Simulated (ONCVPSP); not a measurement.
Be (Z = 4): ONCV pseudisation with LDA (Perdew-Zunger), scalar-relativistic reference atom.

ONCVPSP 4.0.1 input, shortened (lines: element, Z, core and valence counts, functional; n l f; lmax; l rc ep ncon nbas qcut; lloc lpopt rc5 dvloc0; l nproj debl; icmod fcfact rcfact), LDA (Perdew-Zunger), scalar-relativistic:

```
  Be 4.00    1    1        3      upf
    1    0    2.00
    2    0    2.00
    2
    0    2.05    0.00    4    8    2.80
    1    2.05    0.05    5    9    3.60
    2    2.00    0.14    4    8    4.60
    4    5    1.80    0.00
    0    2    1.70
    1    2    1.20
    2    3    2.00
    1    0.60    0.00
```

Poles of the logarithmic derivatives, all-electron (AE) and pseudo (PS). s: poles at 1.0 (AE) and 1.0, 5.0 (PS) Ha. p: poles at 0.8, 4.7 (AE) and 0.8, 4.7 (PS) Ha. d: poles at 2.9 (AE) and 2.9 (PS) Ha. Test radii: s 2.08, p 2.08, d 2.03 bohr.

* Cutoffs needed: 4.9 Ha and 34 Ha (the cutoffs (Ha) at which the residual kinetic energy of the hardest occupied pseudo-wave falls to 1 and 0.1 mHa per electron) The cutoffs count occupied waves only; projector 3 of the d channel, the hardest unoccupied one, needs 15 Ha at the loose tolerance.
* Ghost test: no bound ghost flagged; no localised positive-energy state flagged
* Largest excitation error: -17 meV (all-electron minus pseudo) for 2s0 2p1, out of 4 test configurations
* rms error of d²Exc/dni dnj: 2.65 mHa without and 0.24 mHa with the model core
